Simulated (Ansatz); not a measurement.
Reaction (ligand exchange at the In–O bond): `C[O][In]([F])[Cl]` + H₂Se → `[F][In]([Cl])[SeH]` + CH₃OH

Computed with Ansatz on PBE0-D4/def2-TZVP structures; ΔE is electronic, products minus reactants. CCSD(T)/CBS adds triple-zeta CCSD(T) − MP2 to the extrapolated MP2 energy (def2 sets, frozen cores). This one scheme is used for every species. DFT in def2-TZVPP. Elements past krypton have def2 core potentials. For In, Se outer-core shells are correlated without core-valence functions, which leaves a few kJ/mol of doubt a bond. Scalar relativity is left out up to krypton. Each species was taken in one conformer, which may not be the lowest.

```tsv
species	B2PLYP energy (Eh)
`C[O][In]([F])[Cl]`	-865.02199
H₂Se	-2402.36791
`[F][In]([Cl])[SeH]`	-3151.74415
CH₃OH	-115.68264
```

Q: Work out ΔE.

A: ΔE = (-3151.74415) + (-115.68264) − (-865.02199) − (-2402.36791) = -0.03689 Eh = -96.9 kJ/mol. CCSD(T)/CBS gives -97.8 kJ/mol.

Largest T1 diagnostic among the species: 0.016.

From r2SCAN to r2SCAN0 (25 % exact exchange), in def2-TZVPP and without D4, ΔE moves by −8.6 kJ/mol. Leaving LDA and LC-ωPBE aside and taking each functional with its dispersion term where it has one, the values, not all of them listed here, spread over 16.9 kJ/mol, from HSE06-D4 to BLYP-D4.
